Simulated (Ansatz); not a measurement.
`OC1(F)NB1[SiH3]` + `C=C[SiH2]N` → `C=C[SiH2]N[SiH3]` + `OC1(F)BN1`  (cleavage of the Si–B bond)

Computed with Ansatz on PBE0-D4/def2-TZVP structures; ΔE is electronic, products minus reactants. CCSD(T)/CBS adds triple-zeta CCSD(T) − MP2 to the extrapolated MP2 energy (def2 sets, frozen cores). Functionals use def2-TZVPP. B3LYP here is the variant with VWN-RPA as its local correlation; programs differ in this. One conformer a species, not always the lowest.

`OC1(F)NB1[SiH3]`:

Cartesian coordinates in Å:
```
O 0.369 1.924 -1.445
C 0.294 1.360 -0.196
F 1.054 2.109 0.681
N -0.981 1.026 0.257
B -0.176 -0.075 0.174
Si -0.038 -2.045 0.423
H 1.277 1.855 -1.752
H -1.852 1.509 0.413
H 0.387 -2.673 -0.857
H 0.993 -2.338 1.454
H -1.328 -2.651 0.848
```

`C=C[SiH2]N`:

Z-matrix (Å, degrees):
```
Si
C 1 1.865
N 1 1.715 2 114.9
H 1 1.488 2 108.4 3 -120.8
H 1 1.488 2 108.4 3 120.8
C 2 1.330 1 123.1 3 0.1
H 2 1.091 1 118.8 3 -179.9
H 3 1.006 1 121.5 2 75.9
H 3 1.006 1 121.5 2 -76.3
H 6 1.087 2 122.6 1 180.0
H 6 1.087 2 121.2 1 -0.0
```

`C=C[SiH2]N[SiH3]`:

```xyz
14

C    -1.306   -1.026    2.426
C    -0.923   -1.104    1.154
Si    0.565   -0.198    0.509
N     0.150    0.896   -0.761
Si    0.801    1.027   -2.352
H    -0.757   -0.424    3.147
H    -2.175   -1.555    2.809
H    -1.512   -1.720    0.475
H     1.562   -1.134   -0.075
H     1.163    0.498    1.684
H    -0.568    1.569   -0.527
H     1.777   -0.076   -2.529
H    -0.265    0.916   -3.386
H     1.489    2.329   -2.575
```

`OC1(F)BN1`:

Z-matrix (Å, degrees):
```
C
F 1 1.380
B 1 1.539 2 122.1
O 1 1.366 2 108.8 3 160.6
N 1 1.419 2 113.7 3 -61.9
H 3 1.182 1 157.9 2 81.8
H 4 0.965 1 108.6 2 42.9
H 5 1.008 1 137.9 2 -66.3
```

```tsv
level	ΔE (eV)
B3LYP-D4	-0.58
CCSD/CBS(def2)	-0.62
```

Q: What does CCSD(T)/CBS give? (Estimate.)

A: The calculation gave: -0.60 eV. The listed levels differ from it by 0.02, -0.02 eV.

Largest T1 diagnostic among the species: 0.014.

From BLYP to BHLYP (50 % exact exchange), in def2-TZVPP and without D4, ΔE moves by −0.13 eV. In def2-TZVPP, CCSD(T) changes the Hartree–Fock value by +0.14 eV (the triples alone add +0.02 eV) and MP2 by +0.07 eV. Leaving LDA and LC-ωPBE aside and taking each functional with its dispersion term where it has one, the values, not all of them listed here, spread over 0.24 eV, from BHLYP-D4 to PBE-D4.
